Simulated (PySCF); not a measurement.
C2H7FO2Si2.
Atom-mapped SMILES: `[F:1][C@@H:2]1[O:3][C@@H:4]([O:5][SiH3:6])[SiH2:7]1`

Geometry (GFN2-xTB, Å), atoms numbered from 1 in this order:
```
atom  x, y, z in Å
F1    -2.5736   -0.2816    1.4209
C2    -1.5446   -0.5897    0.5416
O3    -0.3225   -0.2016    1.0966
C4     0.0630    0.9447    0.3265
O5     1.3257    0.7972   -0.1972
Si6    2.1919   -0.5857   -0.1366
Si7   -1.4231    0.7023   -0.9008
H8    -1.5941   -1.6763    0.4138
H9     0.0650    1.8360    0.9700
H10    3.3390   -0.1144   -0.8993
H11    1.4797   -1.6749   -0.8170
H12    2.5122   -0.9852    1.2296
H13   -1.0408    0.1239   -2.1821
H14   -2.4785    1.7049   -0.8881
```

Probes without a nucleus sit at each ring's centroid and 1 Å off its mean plane on both sides; NICS is minus the shielding there, NICSzz its component along the normal. Level: GIAO PBE0/pcSseg-1 (PySCF, non-relativistic, gas phase) on the GFN2-xTB geometry, one conformer.

Ring bond lengths (Å), with Mayer bond orders in brackets: C2–O3 1.397 (0.96), O3–C4 1.434 (0.89), C4–Si7 1.943 (0.88), Si7–C2 1.940 (0.88).

What do the NICS probes read (ppm)?

```tsv
ring	type	NICS(0)	NICS(1), two faces	NICS(1)zz, two faces	rms pucker (Å)	centre to ring atoms, mean (Å)
C2–O3–C4–Si7	4-membered ring with O and Si; formal bonds all single	1.9	-0.2 / 0.3	4.6 / 4.9	0.04	1.18
```

What can be read from them?

- C2–O3–C4–Si7: mean NICS(1)zz 4.7 ppm, deshielded. C2, C4, Si7 have four or more neighbours; no verdict on aromaticity is drawn.

At the first NICS(1) probe listed for ring C2–O3–C4–Si7, 1 Å off the ring, how large is the induced field along the normal in 9.4 T applied along it?

NICSzz × B0 = 4.6 ppm × 9.4 T = 43 μT, along the applied field.

List the ring angles and the Hirshfeld charges of the ring atoms.

- C2–O3–C4–Si7: C2 93.2° (+0.035 e), O3 104.1° (-0.137 e), C4 91.9° (+0.032 e), Si7 70.2° (+0.349 e); sum 359.4° against 360° for a flat convex ring.

On Arm Neoverse V2, one thread, shared host with 96 logical CPUs at a one-minute load of 46, this took 26 s (grids of density and orbitals included) and 0.75 GiB of memory at its peak. This is the whole shielding run at PBE0/pcSseg-1, SCF included.
